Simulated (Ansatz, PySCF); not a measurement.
Noncovalent pair: H2S (SMILES S) (first 3 atoms) with CH5N (SMILES CN); geometry from B3LYP-D3(BJ)/def2-TZVP, rigid monomers moved along the line of their centres of mass till H2···N5 is 1.87 Å.
(charge 0, multiplicity 1):
```xyz
10

S      0.299     0.131    -0.131
H      0.513     0.258     1.209
H      0.577    -1.182    -0.125
C     -0.671    -0.370     3.432
N      0.535     0.380     3.073
H     -0.559    -1.403     3.103
H     -1.524     0.049     2.897
H     -0.902    -0.374     4.504
H      1.355    -0.005     3.525
H      0.461     1.349     3.360
```

Counterpoise-corrected where a basis set is named; no monomer relaxation. Rows marked so take none.

Rows in 6-31G* carry no dispersion term and start afresh at each structure (6-31G* with six Cartesian d functions).

Run with Ansatz (Gaussian basis) for Hartree–Fock, density functionals and correlated methods; PySCF for 6-31G* rows, the dispersion terms. Each number belongs to the level named beside it.

**Question.** One of these levels gives -2.02 kcal/mol for the interaction energy. Which one is it?
A) HF/aug-cc-pV(D+d)Z
B) M06-2X/6-31G* (no counterpoise)
C) B3LYP/def2-TZVPPD
D) r2SCAN-D3(BJ)/def2-TZVPPD

**Answer.** C, B3LYP/def2-TZVPPD. The others give 1.36 (HF/aug-cc-pV(D+d)Z), -4.78 (r2SCAN-D3(BJ)/def2-TZVPPD), -6.29 (M06-2X/6-31G* (no counterpoise))

Ansatz is a program for electronic structure.
